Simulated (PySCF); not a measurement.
# Correlation energy of Cd (cadmium, neutral)

Starting occupation: [Kr] 4d10 5s2. All numbers are calculated (PySCF 2.14, X2C-1e with screened-nucleus spin-orbit coupling, Gaussian nucleus, in x2c-TZVPall-2c with one added diffuse shell each of s, p, d type (9s10p8d1f, 86 functions)). Frozen: [Ar] 3d10; 20 electrons correlated; the 6 highest virtual spinors left out.

MP2 pair energies summed by pair of shells (mhartree):

```
       pair   energy  share (%)
4d3/2-4d5/2  -133.97       23.9
4d5/2-4d5/2   -96.69       17.3
4d5/2-4p3/2   -48.51        8.7
4d3/2-4d3/2   -42.61        7.6
4d3/2-4p3/2   -33.22        5.9
4d5/2-5s1/2   -30.78        5.5
4d5/2-4p1/2   -24.28        4.3
4d3/2-5s1/2   -20.38        3.6
5s1/2-5s1/2   -20.11        3.6
4p3/2-4p3/2   -18.10        3.2
4p1/2-4p3/2   -17.30        3.1
4d3/2-4p1/2   -15.86        2.8
4d5/2-4s1/2   -15.73        2.8
4p3/2-4s1/2   -11.22        2.0
4d3/2-4s1/2   -10.57        1.9
4p1/2-4s1/2    -5.66        1.0
4p1/2-4p1/2    -4.67        0.8
4p3/2-5s1/2    -4.64        0.8
4s1/2-4s1/2    -3.14        0.6
4p1/2-5s1/2    -2.08        0.4
4s1/2-5s1/2    -0.51        0.1
```

Total MP2 correlation energy: -560.04 mhartree.

This basis was not built for core-valence correlation, so the inner-shell part is incomplete.
